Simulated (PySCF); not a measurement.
## Working out the ionisation energy of Ge

Ge [Ar] 3d10 4s2 4p2 (3P) → Ge⁺ [Ar] 3d10 4s2 4p1 (2P). Calculation: PySCF 2.14, in def2-TZVPPD (7s5p5d1f, 54 functions); no relativity, point nucleus. Frozen: [Ar] 3d10. Energies in hartree (1 hartree = 27.21139 eV):

```json
{"part": "UHF", "Ge (lower)": "-2075.321289", "Ge⁺ (upper)": "-2075.048064"}
{"part": "CCSD correlation", "Ge (lower)": "-0.064834", "Ge⁺ (upper)": "-0.051376"}
{"part": "(T)", "Ge (lower)": "-0.001820", "Ge⁺ (upper)": "-0.000802"}
```

Problem. What does Hartree-Fock give?

Solution. (-2075.048064) − (-2075.321289) = 0.273225 hartree = 7.435 eV.

Problem. What do CCSD and CCSD(T) give?

Solution. The CCSD correlation energies differ by 0.013458 hartree = 0.366 eV and the triples by 0.001018 hartree = 0.028 eV, so CCSD gives 7.801 eV and CCSD(T) 7.829 eV.

Measured between the centres of the two terms (NIST): 7.925 eV, so CCSD(T) (valence) is off by -0.096 eV.

The calculation is non-relativistic.

What remains against the reference includes basis incompleteness, the frozen core and higher excitations.
